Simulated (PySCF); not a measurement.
Ga(F)(OH)2 (FGaH2O2), SMILES [Ga]([F])([OH])[OH]. Atoms are numbered in the order given.

```xyz
6

Ga    -0.0019    -0.0126     0.0000
F     -1.6555     0.5597     0.0000
O      0.2677    -1.7629     0.0000
H      1.2061    -1.9958     0.0000
O      1.3243     1.1707     0.0000
H      1.0150     2.0868     0.0000
```
Charge 0, spin multiplicity 1.

Geometry optimised at B3LYP-D3(BJ)/def2-SVP. One conformer was computed; it need not be the lowest.

Calculation: PySCF 2.14.0 with B3LYP-D3(BJ)/def2-SVP.

Frequencies are harmonic and unscaled.

Computed harmonic wavenumbers and intensities:
| mode | ν (cm⁻¹) | IR (km/mol) | Raman (Å⁴/amu) | depolarisation | moving atoms (share of kinetic energy) |
|---|---|---|---|---|---|
| 1 | 174 | 25.2 | 1.3 | 0.75 | O 66 %, Ga 15 %, H 13 % |
| 2 | 188 | 20.5 | 0.9 | 0.72 | F 49 %, O 30 %, Ga 16 % |
| 3 | 197 | 31.9 | 0.2 | 0.75 | Ga 43 %, O 37 %, F 17 % |
| 4 | 323 | 212.5 | 0.3 | 0.75 | H 92 % |
| 5 | 345 | 10.8 | 0.9 | 0.75 | H 90 %, O 9 % |
| 6 | 662 | 0.4 | 16.1 | 0.06 | O 63 %, F 35 % |
| 7 | 736 | 80.6 | 2.7 | 0.48 | F 43 %, O 30 %, Ga 25 % |
| 8 | 753 | 124.6 | 1.9 | 0.68 | O 72 %, Ga 24 % |
| 9 | 832 | 46.9 | 1.3 | 0.74 | H 92 % |
| 10 | 858 | 112.4 | 2.5 | 0.74 | H 88 % |
| 11 | 3838 | 101.3 | 77.9 | 0.40 | H 94 % |
| 12 | 3840 | 50.0 | 123.0 | 0.17 | H 94 % |
